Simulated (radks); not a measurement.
The numbers below are computed, except where a source is named.
Exchange energies: the exact (Fock) value of the Kohn-Sham orbitals and density-functional approximations, in hartree. Species: P [Ne] 3s2 3p3; Hg [Hg]. Code: a radial shooting solver on a logarithmic mesh with Libxc functionals. Model: non-relativistic Kohn-Sham, LDA (Slater exchange, Perdew-Wang correlation), spin-polarised, spherical densities, point nucleus. Every spin shell is full or empty, so the densities are truly spherical. Functionals are evaluated on that one density, not self-consistently.

functional,P,Hg
exact,-22.5568,-344.957
LDA,-20.743,-331.97
PW91,-22.538,-345.23
OPTX,-22.566,-351.60
WC,-22.200,-342.93
AM05,-20.974,-332.64
G96,-22.579,-346.67
EV93,-22.861,-343.29
APBE,-22.705,-345.92
SCAN,-22.625,-345.22
r2SCAN,-22.569,-344.42
MS2,-22.591,-342.75
Tao-Mo,-22.541,-342.18
